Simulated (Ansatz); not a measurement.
Reaction (silylene formation by 1,1-elimination): `B[SiH2]CS` → `BCS` + `[SiH2]`

Computed with Ansatz on PBE0-D4/def2-TZVP structures; ΔE is electronic, products minus reactants. CCSD(T)/CBS adds triple-zeta CCSD(T) − MP2 to the extrapolated MP2 energy (def2 sets, frozen cores). This one scheme is used for every species. DFT in def2-TZVPP. Each species was taken in one conformer, which may not be the lowest.

```csv
level,ΔE (eV)
LDA (SPW92),2.40
CCSD/def2-TZVPP,2.01
SCS-MP2/def2-QZVPP,2.14
MP2/CBS(def2),2.28
```

(1) What does CCSD(T)/CBS give? (Best estimate.)

Largest T1 diagnostic among the species: 0.014.

## Answers

(1) Computed: +2.13 eV. The listed levels differ from it by 0.27, -0.12, 0.01, 0.15 eV.

In def2-TZVPP, CCSD(T) changes the Hartree–Fock value by +0.18 eV (the triples alone add +0.05 eV) and MP2 by +0.34 eV. At CCSD(T), def2-SVP lies −0.20 eV from the extrapolated value and def2-TZVPP −0.07 eV.
